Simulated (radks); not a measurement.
All-electron atom: V in [Ar] 3d3 4s2 (the NIST ground configuration). Calculated with a radial shooting solver on a logarithmic mesh with Libxc functionals: scalar-relativistic Kohn-Sham, exchange-only LDA, spin-unpolarised, spherical densities, finite nucleus; Fermi nuclear charge, rms radius 3.6002 fm.

Local quantities along the radius. ELF = 1/(1 + alpha^2) is the electron localisation function; alpha = (tau - tau_W)/tau_unif compares the Pauli kinetic energy density with that of the uniform gas. tau is taken from the large components.

```
   r/bohr * ELF (the largest magnitude, 1, reaches the edge; | marks zero)
 0.002528 |                                                      *
 0.003372 |                                                      *
 0.004461 |                                                      *
  0.00595 |                                                      *
 0.007936 |                                                      *
  0.01058 |                                                      *
  0.01412 |                                                      *
  0.01868 |                                                      *
  0.02491 |                                                      *
  0.03323 |                                                      *
  0.04432 |                                                    *
  0.05864 |                                             *
  0.07821 |                          *
   0.1043 |              *
   0.1391 |                      *
   0.1856 |                                       *
   0.2455 |                                             *
   0.3275 |                                       *
   0.4368 |          *
   0.5825 |            *
   0.7708 |                                       *
    1.028 |                                           *
    1.371 |                              *
    1.829 |         *
    2.439 |          *
    3.227 |                             *
    4.304 |                                         *
    5.741 |                                         *
    7.657 |                          *
    10.13 |    *
```

On this mesh the ELF has minima near r = 0.10, 0.50, 2.1 bohr, which separate the shells, and maxima near 0.25 (0.84), 0.89 (0.80), 5.0 (0.79).

Self-consistent cycle (total energy in hartree, residual of the potential): 1: -944.968536, 2e+00; 2: -945.108755, 1e+00; 3: -945.180182, 2e-01; 4: -945.182515, 3e-02; 5: -945.182661, 2e-03; 6: -945.182665, 2e-03; 7: -945.182662, 1e-04; 8: -945.182662, 7e-05; 9: -945.182661, 4e-06; 10: -945.182661, 2e-06; 11: -945.182661, 5e-07; 12: -945.182661, 5e-09; 13: -945.182661, 7e-10.
